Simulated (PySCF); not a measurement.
Species: Sn2(OH)4.
Bonds: Sn1–O2, Sn1–O3, Sn1–O6, O3–Sn4, Sn4–O5, Sn4–O6. Hydrogens: H7 on O2; H8 on O3; H9 on O5; H10 on O6.

Level of theory: PySCF 2.14.0, PBE0-D3(BJ)/def2-SVP geometry optimisation, gas phase, def2 core potentials past Kr.

(1) Give the optimised bond lengths and angles.

Answers

(1) 
```
          bond  length (Å)
        Sn1–O2       2.030
        Sn1–O3       2.168
Sn1–O6, Sn4–O6       2.197
  O2–H7, O5–H9       0.969
        O3–Sn4       2.215
 O3–H8, O6–H10       0.965
        Sn4–O5       2.006
```

Bonds in one row agree within 0.01 Å and their mean is given. A selection of angles:
```
     angle  degrees
 O2–Sn1–O3     89.9
 O2–Sn1–O6     93.5
 O3–Sn1–O6     71.6
 Sn1–O2–H7    111.7
Sn1–O3–Sn4    106.0
 Sn1–O3–H8    124.5
 O3–Sn4–O5     95.8
Sn1–O6–H10    116.4
```

Dihedral angles: O2–Sn1–O3–Sn4 -75° (synclinal); O2–Sn1–O6–Sn4 70° (synclinal); Sn1–O3–Sn4–O5 68° (synclinal); O3–Sn4–O6–Sn1 18° (synperiplanar); H7–O2–Sn1–O3 -9° (synperiplanar); H9–O5–Sn4–O3 -51° (synclinal).

H9 on O5 lies 2.10 Å from O2, 5 bonds away (angle at H 141°; Bondi radii sum to 2.72 Å). Of the pairs four or more bonds apart, those above aside, H7···H9 is among the closest relative to their van der Waals radii: 1.83 Å, 76 % of the sum of Bondi's values. O3 (oxygen bonded to 2 Sn and H) has angles 124.5°, 123.7° and 106.0°, sum 354.2°, 0.21 Å off the plane of its three neighbours. Sn1 (tin bonded to 3 O) is pyramidal (angles 93.5°, 89.9° and 71.6°, sum 255.0°, 1.31 Å off the plane of its three neighbours). The 6 O–Sn bonds span 2.006 Å (Sn4–O5) to 2.215 Å (O3–Sn4), a spread of 0.209 Å.

Stationary, but not proved a minimum. One conformer, not necessarily the lowest (O3–Sn1–O2–H -9°, O2–Sn1–O3–Sn4 -75°, O2–Sn1–O6–Sn4 70°, Sn1–O3–Sn4–O5 68°, O3–Sn4–O5–H -51°). The optimiser warned: forces and energy converged, displacements not (flat surface).

On one thread of an Intel Xeon Platinum 8259CL at 2.50 GHz, no GPU, shared host, this took 7.1 min wall and 0.55 GiB of memory at its peak. This is the geometry optimisation.
